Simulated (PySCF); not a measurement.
Relaxation of singlet SeSBr₂

All numbers come from PySCF, PBE, basis Se def2-SVP, S def2-SVP, Br def2-SVP (no relativity, density fitting). A (50,194) grid was used.

A hand-made T-shaped (ligand arrangement 1) start, of Cs symmetry, held to at least that symmetry:

Coordinates in bohr (charge 0 multiplicity 1):
```
Se   -0.8209    0.0000   -1.3318
S    -4.6170    0.0000   -1.1993
Br   -0.8209    0.0000    3.0146
Br    3.5228    0.0000   -1.1801
```

Problem. What forces act on the atoms at the start (eV/Å)?

Solution. 
```tsv
atom	Fx	Fy	Fz
Se1	-1.26	0.00	-1.12
S2	-3.92	0.00	-1.17
Br3	0.77	0.00	2.50
Br4	4.41	0.00	-0.21
```

Problem. What does it relax to?

Solution. It ends at C2v with Se–Br 2.573 Å (×2), Se–S 2.056 Å; Br–Se–Br 152.3°, Br–Se–S 103.8° (×2) (after a last refinement on a finer grid). The frequency run here used a shortcut that can spoil soft modes, so no verdict on minimum or saddle point is given. Other isomers or separated fragments may lie lower.

Problem. How much energy is released, and in how many steps?

Solution. 189.1 kJ/mol in 22 steps.
